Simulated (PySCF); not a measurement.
**Diatomics with 66 electrons**

HF in PySCF with def2-TZVPPD on every atom (core potentials on Sb, I), for the lowest determinant that a PBE0 search found; no spin–orbit coupling. All have 66 electrons, 10 of them in the valence shells, and the same state, a singlet (closed shell). For ions De leads to the atom and ion picked by measured ionisation energies and electron affinities.

| species | difference of nuclear charges | Re (Å) | ωe (cm⁻¹) | k (mdyn/Å) | De (eV) | dissociates to |
| --- | --- | --- | --- | --- | --- | --- |
| GeAs⁻ | 1 | 2.137 | 440 | 4.25 | n/a | Ge⁻ + As |
| ZnBr⁻ | 5 | 2.828 | 97.0 | 0.196 | n/a | Zn + Br⁻ |
| SiSb⁻ | 37 | 2.277 | 510 | 3.48 | n/a | Si⁻ + Sb |
| As2 | 0 | 2.059 | 515 | 5.85 | 0.56 | As + As |
| GeSe | 2 | 2.125 | 442 | 4.43 | 2.82 | Ge + Se |
| GaBr | 4 | 2.399 | 257 | 1.44 | 3.25 | Ga + Br |
| GeBr⁺ | 3 | 2.203 | 381 | 3.26 | 2.80 | Ge⁺ + Br |
| SiI⁺ | 39 | 2.314 | 465 | 2.93 | 2.66 | Si⁺ + I |

Task: Which member of the whole set has the stiffest bond, and how does it compare with the softest?

Result: As2 with k = 5.85 mdyn/Å, 30 times that of ZnBr⁻.

Spin–orbit coupling is left out, which matters for elements this heavy, above all for dissociation energies. For an ion De counts to the pair picked by the measured ionisation energies or electron affinities, which need not be the lowest pair at this level. Where the molecule has an RHF reference, its open-shell atoms are computed with UHF. Hartree–Fock leaves out correlation, which carries a large part of most bond energies and some tenths to 1 eV of ionisation energies.
